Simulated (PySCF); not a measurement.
sulfur trioxide (O3S), SMILES O=S(=O)=O. Atoms are numbered in the order given.

```xyz
4

O      1.4266     0.0000     0.0000
S      0.0000     0.0000     0.0000
O     -0.7133    -1.2355     0.0000
O     -0.7133     1.2355     0.0000
```
Charge 0, spin multiplicity 1.

The structure is a stationary point at B3LYP-D3(BJ)/def2-TZVP.

Two levels are set side by side: PBE/pcSseg-2 (PySCF) and PBE0/pcSseg-2 (PySCF). GIAO shifts against H2O (¹⁷O), H2S (³³S) at the same level; non-relativistic, no solvent, atoms listed together averaged. Differences are taken from unrounded values.

```
quantity                      PBE
--------------------------  -----
δ(¹⁷O) of O1, O3, O4 (ppm)  323.1
δ(³³S) of S2 (ppm)          626.4
```

Problem. These are the PBE values. What does PBE0 give? (Estimate from the structure and the level; the computed values follow.)

Solution. 
```csv
quantity,PBE0,PBE minus PBE0
"δ(¹⁷O) of O1, O3, O4 (ppm)",313.8,9.4
δ(³³S) of S2 (ppm),651.4,-25.0
```

Rough cost on one machine, each run with all the roots and properties that it gave: PBE0 against PBE within a factor of 2.
